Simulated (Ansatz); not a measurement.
Reactions of `C[O][Bi]([F])[F]`.

Gas-phase electronic energies from Ansatz, PBE0-D4/def2-TZVP geometries. CCSD(T)/CBS is the MP2 limit (def2-TZVPP, def2-QZVPP) plus CCSD(T) − MP2 in def2-TZVPP, frozen cores. This one scheme is used for every species, atoms too. For atomizations the MP2-based limit and the directly extrapolated one differ by several kJ/mol either way, and by 10 to 25 for some Ge, Se and Sn compounds, so smaller differences from it don't rank the levels. DFT in def2-TZVPP. Open shells (•) are unrestricted, without spin–orbit coupling. Spin–orbit coupling would lower the free atoms: a little for C, F, O; strongly for Bi. def2 core potentials past Kr. Bonds to Bi are less sure, by a few kJ/mol each and by 10 to 20 or more in all where they break to atoms, as the def2 sets lack core-valence functions. One conformer a species, not always the lowest.

```
                                                       reaction  ωB97X-V (eV)  CCSD/CBS(def2) (eV)  B97M-V (eV)
           `C[O][Bi]([F])[F]` + HCl → `C[O][Bi]([F])[Cl]` + H–F         -0.25                -0.35        -0.24
               `C[O][Bi]([F])[F]` → Bi• + C• + 2 F• + 3 H• + O•         29.12                28.36        29.43
         `C[O][Bi]([F])[F]` + CH₄ → `[CH3][Bi]([F])[F]` + CH₃OH          0.74                 0.68         0.87
`C[O][Bi]([F])[F]` + `CB(C)Cl` → `C[O][Bi]([F])[Cl]` + `CB(C)F`         -0.81                -0.86        -0.83
```

(1) Give the CCSD(T)/CBS values in the same order. (An estimate is asked.)

Largest T1 diagnostic: 0.016, for `C[O][Bi]([F])[F]`.

Results:

(1) Ansatz gave: -0.35, 29.06, 0.71, -0.83 eV.
